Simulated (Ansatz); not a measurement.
triflic acid (CHF₃O₃S), singlet, at a GFN2-xTB geometry; CAM-B3LYP/pcseg-1 (Ansatz, a first-principles code).

Here is a job for Ansatz.
Ansatz 0.2 input:
```yaml
crystal:
  periodic: [false, false, false]
  atoms:
    - {symbol: O, position_ang: [1.41469782, -0.49779905, -1.06169565]}
    - {symbol: S, position_ang: [0.80886675, 0.30104012, 0.16311669]}
    - {symbol: O, position_ang: [1.27034678, -0.28302073, 1.37173556]}
    - {symbol: O, position_ang: [0.90598970, 1.68891681, -0.07270317]}
    - {symbol: C, position_ang: [-0.97345522, -0.20872619, -0.06496558]}
    - {symbol: F, position_ang: [-1.73274043, 0.25154402, 0.91428660]}
    - {symbol: F, position_ang: [-1.43423367, 0.23041401, -1.22337302]}
    - {symbol: F, position_ang: [-1.01685156, -1.53813106, -0.06070275]}
    - {symbol: H, position_ang: [1.82502020, -1.32350365, -0.79066498]}
basis:
  gaussian:
    orbitals: pcseg-1.json
hamiltonian:
  xc: cam_b3lyp
```
The basis file holds pcseg-1 in the JSON format of the Basis Set Exchange.

The log (banner, timings and long lists left out):

```
Functional definition: CAM-B3LYP
1136 factors; integrals over basis functions are off by at most 9.6e-4 eV
292 factors; integrals over basis functions are off by at most 9.3e-6 eV
mean field evaluation 1: about -26157.3832 eV, gradient 8.8e1 eV
mean field evaluation 2: about -26142.2858 eV, gradient 1.3e2 eV
mean field evaluation 4: about -26170.1064 eV, gradient 5.5e0 eV
mean field evaluation 8: about -26170.5345 eV, gradient 3.1e-1 eV
mean field evaluation 16: about -26170.5347 eV, gradient 2.5e-4 eV
mean field -26170.53471905 eV, -961.7494118997 hartree, gradient 3.9e-5 eV, S^2 0.000000; 0 other end points of the search recorded, 0 dependent functions left out
reference -26170.53481552 eV, -961.7494154449 hartree; 37, 37 occupied and 84, 84 virtual orbitals, 1136 factors
Total energy: -26170.53481552 eV, -961.7494154449 hartree
```
